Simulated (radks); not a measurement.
Values are calculated unless marked as measured or tabulated.
The chlorine ion Cl3+, configuration [Ne] 3s2 3p1 4s1 (not the ground configuration). Level of theory: Dirac Kohn-Sham, AM05, spin-unpolarised, spherical densities, finite nucleus; open shells fill j = l - 1/2 first; Fermi nuclear charge, rms radius 3.3654 fm (a radial shooting solver on a logarithmic mesh with Libxc functionals).

Spin-orbit splittings of the eigenvalues, e(l+1/2) - e(l-1/2), with zeta = 2 splitting/(2l+1) and mean radii in bohr:

shell  occ.  splitting (eV)  zeta (eV)  <r> j=l-1/2  <r> j=l+1/2
2p        6           1.707      1.138       0.4036       0.4059
3p        1          0.2020     0.1346        1.464        1.469
3d        0         0.01405   0.005620        1.695        1.696
4p        0         0.04709    0.03139        3.484        3.492
4f        0               ?          ?        4.229        4.229

Estimate the 4f splitting.

Answer. 0.0004133 eV (zeta = 0.0001181 eV).
